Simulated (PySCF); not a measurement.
**From computed data to an observable: oscillator strength and radiative lifetime**

AlH7O2Si2, SMILES [OH][Al]([OH])[SiH2][SiH3].

Coordinates come from a TPSSh-D3(BJ)/def2-SVP optimisation. The structure was generated by enumeration; whether it is a known compound was not checked. Other conformers were not sampled.

TDDFT-PBE/def2-SVPD in PySCF 2.14.0 puts the first singlet state with f over 0.02 at 5.53 eV (vertical), with the transition dipole (-0.676, 0.352, 0.199) in atomic units.

Q: Find the oscillator strength, the wavelength and the radiative lifetime that this transition would have in vacuum if emission retraced absorption.

A: 
|μ|² = 0.6205 au, so |μ| = 2.00 D. ΔE = 5.53/27.211 = 0.2032 hartree. f = (2/3) ΔE |μ|² = 0.084 (the program prints 0.084).
λ = 1239.84/5.53 = 224 nm; ν = 44602 cm⁻¹.
Einstein's coefficient A = 0.6670 ν² f s⁻¹ (ν in cm⁻¹) = 1.1e8 s⁻¹, so τ = 1/A = 9.0 ns. This state is S1. The figure is the radiative limit of this one transition; relaxation, internal conversion, crossing to triplets and a medium change what is measured.
